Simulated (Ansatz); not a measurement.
H₅NOSiSn (`N[SiH]1[O][SnH2]1`) at its PBE0-D4/def2-TZVP geometry, where that method's forces vanish. The species carries charge 0 and has multiplicity 1. Sn: def2 effective core potential.

```csv
atom,x (Å),y (Å),z (Å)
N1,0.257,-1.851,-0.496
Si2,-0.071,-0.218,-0.749
O3,1.032,0.865,-0.343
Sn4,-0.517,1.498,1.027
H5,0.806,-2.186,0.279
H6,-0.252,-2.581,-0.966
H7,-0.842,-0.128,-2.011
H8,-0.694,3.179,0.710
H9,0.279,1.422,2.550
```

(1) For each bond, give half the difference of the two atoms' forces along it (eV/Å; positive pushes the atoms apart) under PBE-D4, r2SCAN-D4, B3LYP-D4, ωB97M-V in def2-TZVPP. (Estimate.)

Answers

(1) The calculation gave: 
| bond | length (Å) | PBE-D4 | r2SCAN-D4 | B3LYP-D4 | ωB97M-V |
| --- | --- | --- | --- | --- | --- |
| N1–Si2 | 1.685 | 0.02 | 0.00 | 0.04 | 0.04 |
| N1–H5 | 1.006 | 0.17 | 0.01 | -0.02 | -0.01 |
| N1–H6 | 1.006 | 0.16 | 0.01 | -0.02 | -0.02 |
| Si2–O3 | 1.598 | 0.61 | 0.15 | 0.09 | -0.04 |
| Si2–Sn4 | 2.510 | 0.15 | 0.07 | 0.26 | 0.14 |
| Si2–H7 | 1.482 | -0.08 | -0.06 | -0.17 | -0.19 |
| O3–Sn4 | 2.163 | 0.45 | 0.14 | 0.28 | -0.02 |
| Sn4–H8 | 1.720 | 0.12 | 0.00 | 0.00 | -0.12 |
| Sn4–H9 | 1.721 | 0.12 | 0.01 | 0.00 | -0.12 |

B3LYP here is the variant with VWN-RPA as its local correlation; programs differ in this.

Computed with Ansatz.
